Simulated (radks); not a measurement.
Question: Radial electron density D(r) = 4 pi r^2 rho(r) of an atom or ion with 14 electrons. Method: Dirac Kohn-Sham, PBEsol, spin-unpolarised, spherical densities, finite nucleus; Fermi nuclear charge, rms radius of each element as measured or else 0.836 A^(1/3) + 0.57 fm; computed with a radial shooting solver on a logarithmic mesh with Libxc functionals.

```
   r/bohr * D(r) (the largest magnitude, 17.1, reaches the edge; | marks zero)
  0.01134 |       *
  0.01279 |         *
  0.01442 |           *
  0.01626 |              *
  0.01848 |                 *
  0.02083 |                    *
  0.02349 |                       *
  0.02649 |                           *
   0.0301 |                                *
  0.03394 |                                    *
  0.03827 |                                         *
  0.04315 |                                             *
  0.04904 |                                                 *
  0.05529 |                                                    *
  0.06234 |                                                     *
  0.07029 |                                                      *
  0.07989 |                                                     *
  0.09007 |                                                   *
   0.1016 |                                                *
   0.1145 |                                            *
   0.1301 |                                        *
   0.1467 |                                    *
   0.1654 |                                  *
   0.1865 |                                  *
    0.212 |                                    *
    0.239 |                                       *
   0.2695 |                                           *
   0.3039 |                                               *
   0.3454 |                                                  *
   0.3894 |                                                  *
   0.4391 |                                                *
    0.495 |                                          *
   0.5626 |                                   *
   0.6344 |                           *
   0.7153 |                   *
   0.8064 |             *
   0.9166 |         *
    1.033 |       *
    1.165 |      *
    1.314 |      *
    1.493 |       *
    1.684 |       *
    1.898 |      *
     2.14 |     *
    2.432 |   *
    2.743 |  *
    3.092 | *
    3.486 |*
    3.963 *
    4.468 *
    5.037 *
     5.68 *
    6.455 *
    7.278 *
```

What is the nuclear charge?

Answer: Z = 15. The innermost maximum, from 1s, lies near gamma/Z bohr with gamma = sqrt(1 - (Z/c)^2) = 0.994, here 0.0663 bohr (found: 0.0697), and its height grows with Z. The density is that of the phosphorus ion P+ in [Ne] 3s2 3p2; the configuration itself is not fixed sharply by these data, and Z only to about a unit. D(r) has 3 maxima, at r = 0.0697, 0.371, 1.57 bohr, and minima at 0.178, 1.18 bohr, inside which lie 2.19, 10.40 electrons.
